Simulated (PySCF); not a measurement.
C6H9F.
SMILES with atom numbers: `[F:1][C@H:2]1[CH2:3][C:4]12[CH2:5][CH2:6][CH2:7]2` (hydrogens: H8 on C2; H9, H10 on C3; H11, H12 on C5; H13, H14 on C6; H15, H16 on C7)

Theory: PySCF 2.14.0, PBE0-D3(BJ)/def2-SVP geometry optimisation, gas phase.

(1) List the bond lengths, angles and torsions at this level.

Results:

(1) 
```json
{"bond": "F1–C2", "length (bohr)": "2.568", "order": "single"}
{"bond": "C2–C3", "length (bohr)": "2.815", "order": "single"}
{"bond": "C3–C4", "length (bohr)": "2.843", "order": "single"}
{"bond": "C4–C5", "length (bohr)": "2.883", "order": "single"}
{"bond": "C5–C6", "length (bohr)": "2.924", "order": "single"}
{"bond": "C6–C7", "length (bohr)": "2.925", "order": "single"}
{"bond": "C2–C4", "length (bohr)": "2.806", "order": "single"}
{"bond": "C4–C7", "length (bohr)": "2.884", "order": "single"}
{"bond": "C2–H8", "length (bohr)": "2.072", "order": "single"}
{"bond": "C3–H9", "length (bohr)": "2.068", "order": "single"}
{"bond": "C3–H10", "length (bohr)": "2.068", "order": "single"}
{"bond": "C5–H11", "length (bohr)": "2.079", "order": "single"}
{"bond": "C5–H12", "length (bohr)": "2.079", "order": "single"}
{"bond": "C6–H13", "length (bohr)": "2.077", "order": "single"}
{"bond": "C6–H14", "length (bohr)": "2.077", "order": "single"}
{"bond": "C7–H15", "length (bohr)": "2.080", "order": "single"}
{"bond": "C7–H16", "length (bohr)": "2.081", "order": "single"}
```

Orders are formal, as drawn. A selection of angles:
```json
{"angle": "F1–C2–C3", "degrees": "118.0"}
{"angle": "F1–C2–C4", "degrees": "117.3"}
{"angle": "F1–C2–H8", "degrees": "111.9"}
{"angle": "C3–C2–C4", "degrees": "60.8"}
{"angle": "C3–C2–H8", "degrees": "120.2"}
{"angle": "C4–C2–H8", "degrees": "119.9"}
{"angle": "C2–C3–C4", "degrees": "59.5"}
{"angle": "C2–C3–H9", "degrees": "116.6"}
{"angle": "C2–C3–H10", "degrees": "118.4"}
{"angle": "C4–C3–H9", "degrees": "116.8"}
{"angle": "C4–C3–H10", "degrees": "119.0"}
{"angle": "H9–C3–H10", "degrees": "115.3"}
{"angle": "C3–C4–C5", "degrees": "126.5"}
{"angle": "C3–C4–C7", "degrees": "128.7"}
{"angle": "C5–C4–C7", "degrees": "92.1"}
{"angle": "C2–C4–C3", "degrees": "59.8"}
{"angle": "C2–C4–C5", "degrees": "124.5"}
{"angle": "C2–C4–C7", "degrees": "128.2"}
{"angle": "C4–C5–C6", "degrees": "88.7"}
{"angle": "C4–C5–H11", "degrees": "113.1"}
{"angle": "C4–C5–H12", "degrees": "115.3"}
{"angle": "C6–C5–H11", "degrees": "115.0"}
{"angle": "C6–C5–H12", "degrees": "115.5"}
{"angle": "H11–C5–H12", "degrees": "108.4"}
{"angle": "C5–C6–C7", "degrees": "90.4"}
{"angle": "C5–C6–H13", "degrees": "113.8"}
{"angle": "C5–C6–H14", "degrees": "115.1"}
{"angle": "C7–C6–H13", "degrees": "113.7"}
{"angle": "C7–C6–H14", "degrees": "115.1"}
{"angle": "H13–C6–H14", "degrees": "108.0"}
{"angle": "C6–C7–H15", "degrees": "115.2"}
{"angle": "C6–C7–H16", "degrees": "114.7"}
{"angle": "C4–C7–C6", "degrees": "88.7"}
{"angle": "C4–C7–H15", "degrees": "114.9"}
{"angle": "C4–C7–H16", "degrees": "114.1"}
{"angle": "H15–C7–H16", "degrees": "108.4"}
```

Dihedral angles: F1–C2–C3–C4 107° (anticlinal); C2–C3–C4–C5 -113° (anticlinal); C3–C4–C5–C6 -141° (anticlinal); C4–C5–C6–C7 -2° (synperiplanar); C5–C6–C7–C4 2° (synperiplanar); F1–C2–C4–C3 -108° (anticlinal); C3–C4–C7–C6 140° (anticlinal).

Of the pairs four or more bonds apart, F1···H11 is among the closest relative to their van der Waals radii: 2.71 Å, 101 % of the sum of Bondi's values. The 3-membered ring C2–C3–C4 has internal angles of 59.5° to 60.8°. The 4-membered ring C4–C5–C6–C7 has internal angles of 88.7° to 92.1°; it is almost planar, 0.02 Å rms from its mean plane, widest ring torsion 2°. The C–C distances run from 1.485 Å (C2–C4, drawn single) to 1.548 Å (C6–C7, drawn single), a spread of 0.063 Å.

Point group: C1 (no symmetry element, even within 0.4 Å). No frequency check.

The run took 64 s wall on one thread, Arm Neoverse V1 (aarch64) (shared host), and the process peaked at 0.68 GiB of memory. This is the geometry optimisation.
